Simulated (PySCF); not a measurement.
## Adding and removing an electron: BTe

ROHF-MP2; basis B aug-cc-pVDZ, Te aug-cc-pVDZ-PP with ECP28; scalar-relativistic core potentials; PySCF 2.14. Neutral (ROHF): doublet (σ ↑), Re = 1.966 Å, ωe = 853 cm⁻¹, De = 3.80 eV.

BTe⁻ (RHF): singlet (closed shell), Re = 2.075 Å, ωe = 682 cm⁻¹. The energies at the minima are -291.78961 hartree for BTe and -291.86700 for BTe⁻.

Question: Work out the adiabatic electron affinity, without and with harmonic zero-point energies (1 hartree = 27.2114 eV, 1 eV = 8065.5 cm⁻¹), and the change of the bond length.

Answer: At MP2: 0.07739 hartree = 2.106 eV between the minima; the zero-point term (853.0 − 682.0)/2 cm⁻¹ = +0.011 eV makes it 2.116 eV. Re changes by +10.9 pm against the neutral. The electron enters a σ orbital, and the longer bond of the ion fits an antibonding orbital, or a change in how ionic the bond is.

Correlated steps freeze 5 core orbitals. Correlated levels converge slowly with the basis: in double zeta they bind strong bonds too weakly, by up to about 1 eV, and carry superposition errors of some tenths. Spin–orbit coupling is left out, which matters for elements this heavy, above all for dissociation energies. States were picked by a PBE0 search and need not be the measured ground states.
